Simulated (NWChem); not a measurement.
System: C₅H₅F; SMILES FC1=CCC=C1

NWChem printed, in part:

```
             Northwest Computational Chemistry Package (NWChem) 7.3.0
             --------------------------------------------------------

 CS  symmetry detected

                             Geometry "geometry" -> ""
                             -------------------------

 Output coordinates in angstroms (scale by  1.889725989 to convert to a.u.)

  No.       Tag          Charge          X              Y              Z
 ---- ---------------- ---------- -------------- -------------- --------------
    1 F                    9.0000     0.01565127    -2.07514482     0.00000000
    2 C                    6.0000    -0.02850576    -0.73467255     0.00000000
    3 C                    6.0000    -1.13171296     0.02359449     0.00000000
    4 C                    6.0000    -0.70207665     1.45290340     0.00000000
    5 C                    6.0000     0.78926824     1.36279487     0.00000000
    6 C                    6.0000     1.16758726     0.07827466     0.00000000
    7 H                    1.0000    -2.15337621    -0.30188245     0.00000000
    8 H                    1.0000    -1.07225553     1.98766805     0.87715883
    9 H                    1.0000    -1.07225553     1.98766805    -0.87715883
   10 H                    1.0000     1.42582704     2.22771428     0.00000000
   11 H                    1.0000     2.16383799    -0.32223377     0.00000000

 Effective nuclear repulsion energy (a.u.)     217.0897593196

      Symmetry information
      --------------------

 Group name             Cs
 Group number              2
 Group order               2
 No. of unique centers    10

                                Z-matrix (autoz)
                                --------

 Units are Angstrom for bonds and degrees for angles

      Type          Name      I     J     K     L     M      Value
      ----------- --------  ----- ----- ----- ----- ----- ----------
    1 Stretch                  1     2                       1.34120
    2 Stretch                  2     3                       1.33867
    3 Stretch                  2     6                       1.44621
    4 Stretch                  3     4                       1.49248
    5 Stretch                  3     7                       1.07226
    6 Stretch                  4     5                       1.49406
    7 Stretch                  4     8                       1.09198
    8 Stretch                  4     9                       1.09198
    9 Stretch                  5     6                       1.33907
   10 Stretch                  5    10                       1.07391
   11 Stretch                  6    11                       1.07374
   12 Bend                     1     2     3               126.38862
   13 Bend                     1     2     6               122.31601
   14 Bend                     2     3     4               107.77163
   15 Bend                     2     3     7               127.82750
   16 Bend                     2     6     5               107.79188
   17 Bend                     2     6    11               123.89637
   18 Bend                     3     2     6               111.29538
   19 Bend                     3     4     5               103.27260
   20 Bend                     3     4     8               111.80233
   21 Bend                     3     4     9               111.80233
   22 Bend                     4     3     7               124.40087
   23 Bend                     4     5     6               109.86851
   24 Bend                     4     5    10               122.89446
   25 Bend                     5     4     8               111.58723
   26 Bend                     5     4     9               111.58723
   27 Bend                     5     6    11               128.31174
   28 Bend                     6     5    10               127.23703
   29 Bend                     8     4     9               106.88819
   30 Torsion                  1     2     3     4         180.00000
   31 Torsion                  1     2     3     7           0.00000
   32 Torsion                  1     2     6     5         180.00000
   33 Torsion                  1     2     6    11           0.00000
   34 Torsion                  2     3     4     5           0.00000
   35 Torsion                  2     3     4     8        -120.09897
   36 Torsion                  2     3     4     9         120.09897
   37 Torsion                  2     6     5     4           0.00000
   38 Torsion                  2     6     5    10         180.00000
   39 Torsion                  3     2     6     5           0.00000
   40 Torsion                  3     2     6    11         180.00000
   41 Torsion                  3     4     5     6           0.00000
   42 Torsion                  3     4     5    10         180.00000
   43 Torsion                  4     3     2     6           0.00000
   44 Torsion                  4     5     6    11         180.00000
   45 Torsion                  5     4     3     7         180.00000
   46 Torsion                  6     2     3     7         180.00000
   47 Torsion                  6     5     4     8         120.24617
   48 Torsion                  6     5     4     9        -120.24617
   49 Torsion                  7     3     4     8          59.90103
   50 Torsion                  7     3     4     9         -59.90103
   51 Torsion                  8     4     5    10         -59.75383
   52 Torsion                  9     4     5    10          59.75383
   53 Torsion                 10     5     6    11           0.00000

[...]

      ----------------------
      Optimization converged
      ----------------------

  Step       Energy      Delta E   Gmax     Grms     Xrms     Xmax
  ---- ---------------- -------- -------- -------- -------- --------
@    5    -292.79789265 -4.0D-07  0.00004  0.00001  0.00028  0.00069
                                     ok       ok       ok       ok

                                Z-matrix (autoz)
                                --------

 Units are Angstrom for bonds and degrees for angles

[...]

 Rotational Constants
 --------------------
 A=   0.274302 cm-1  (  0.394651 K)
 B=   0.112826 cm-1  (  0.162327 K)
 C=   0.081149 cm-1  (  0.116753 K)

 Temperature                      =   298.15K
 frequency scaling parameter      =   1.0000

 Zero-Point correction to Energy  =   53.501 kcal/mol  (  0.085260 au)
 Thermal correction to Energy     =   56.534 kcal/mol  (  0.090092 au)
 Thermal correction to Enthalpy   =   57.126 kcal/mol  (  0.091036 au)

 Total Entropy                    =   71.145 cal/mol-K
   - Translational                =   39.182 cal/mol-K (mol. weight =  84.0375)
   - Rotational                   =   25.954 cal/mol-K (symmetry #  =        1)
   - Vibrational                  =    6.009 cal/mol-K

 Cv (constant volume heat capacity) =   18.307 cal/mol-K
   - Translational                  =    2.979 cal/mol-K
   - Rotational                     =    2.979 cal/mol-K
   - Vibrational                    =   12.348 cal/mol-K

[normal modes left out]

 ----------------------------------------------------------------------------
 Normal Eigenvalue ||           Projected Infra Red Intensities
  Mode   [cm**-1]  || [atomic units] [(debye/angs)**2] [(KM/mol)] [arbitrary]
 ------ ---------- || -------------- ----------------- ---------- -----------
    1       -0.000 ||    0.000004           0.000         0.004       0.003
    2        0.000 ||    0.000240           0.006         0.234       0.172
    3        0.000 ||    0.000101           0.002         0.098       0.072
    4        0.000 ||    0.000001           0.000         0.001       0.001
    5        0.000 ||    0.000693           0.016         0.676       0.497
    6        0.000 ||    0.000632           0.015         0.616       0.453
    7      265.027 ||    0.003458           0.080         3.371       2.478
    8      369.792 ||    0.005908           0.136         5.760       4.233
    9      419.452 ||    0.001460           0.034         1.423       1.046
   10      612.496 ||    0.016641           0.384        16.222      11.924
   11      627.993 ||    0.009869           0.228         9.620       7.071
   12      692.889 ||    0.002940           0.068         2.866       2.107
   13      782.643 ||    0.041393           0.955        40.352      29.660
   14      803.706 ||    0.003632           0.084         3.540       2.602
   15      905.780 ||    0.027809           0.642        27.110      19.927
   16      937.544 ||    0.023627           0.545        23.032      16.930
   17      955.565 ||    0.000004           0.000         0.004       0.003
   18      962.450 ||    0.012771           0.295        12.450       9.151
   19     1008.494 ||    0.007746           0.179         7.551       5.550
   20     1075.906 ||    0.004730           0.109         4.611       3.389
   21     1108.439 ||    0.000216           0.005         0.211       0.155
   22     1230.564 ||    0.004964           0.115         4.840       3.557
   23     1272.339 ||    0.033201           0.766        32.366      23.790
   24     1320.453 ||    0.016759           0.387        16.338      12.009
   25     1375.919 ||    0.032184           0.743        31.375      23.061
   26     1442.664 ||    0.088040           2.031        85.825      63.084
   27     1621.690 ||    0.005038           0.116         4.912       3.610
   28     1729.292 ||    0.107686           2.484       104.978      77.162
   29     3049.434 ||    0.003828           0.088         3.732       2.743
   30     3091.212 ||    0.001886           0.044         1.838       1.351
   31     3242.086 ||    0.000478           0.011         0.466       0.342
   32     3263.810 ||    0.001236           0.029         1.205       0.886
   33     3275.067 ||    0.001369           0.032         1.334       0.981
 ----------------------------------------------------------------------------
```

Level: PBE0/def2-SVP. 

Q: Which NWChem input produces such a log?

A: This is not unique; one that fits is the input that was run:
```
start job
memory heap 200 mb stack 900 mb global 1100 mb
geometry units angstroms
  F      1.944102     0.052033     0.397377
  C      0.632472    -0.022415     0.127377
  C     -0.075676    -1.141343    -0.068994
  C     -1.489206    -0.744637    -0.337450
  C     -1.447700     0.746792    -0.259054
  C     -0.201361     1.153695     0.013318
  H      0.275171    -2.154296    -0.045253
  H     -2.175837    -1.166745     0.399291
  H     -1.826996    -1.086133    -1.318103
  H     -2.314872     1.362931    -0.406289
  H      0.159684     2.157701     0.133904
end
basis spherical
  * library def2-svp
end
dft
  xc pbe0
  iterations 150
end
driver
  maxiter 120
end
task dft optimize
task dft freq
```
